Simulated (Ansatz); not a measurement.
Basis-set extrapolation for CH6AlNSi (PBE0-D4/def2-TZVP geometry, frozen core, Ansatz 0.2.0). Multiplicity 1, RHF reference.

```json
{"": "HF", "def2-TZVPP": "-626.680816", "def2-QZVPP": "-626.701227"}
{"": "MP2 correlation", "def2-TZVPP": "-0.585489", "def2-QZVPP": "-0.625847"}
{"": "CCSD(T) correlation", "def2-TZVPP": "-0.654288", "def2-QZVPP": "not run"}
```

Energies in hartree. Use E(X) = E(∞) + A·exp(−7.88·√X) for Hartree–Fock and E(X) = E(∞) + B·X^(−2.97) for correlation, with X = 3 and 4, and add CCSD(T) minus MP2 of the smaller set to the MP2 limit.

Problem. What is the CCSD(T) energy at the basis-set limit?

Solution. HF limit: -626.701227 + (-0.020411) × 0.13774 = -626.70404. MP2 limit: -0.625847 + (-0.040358) × 0.74074 = -0.65574. Higher-order term: -0.654288 − (-0.585489) = -0.06880. Total: -627.42858 hartree, 245.4 kJ/mol below CCSD(T)/def2-TZVPP.
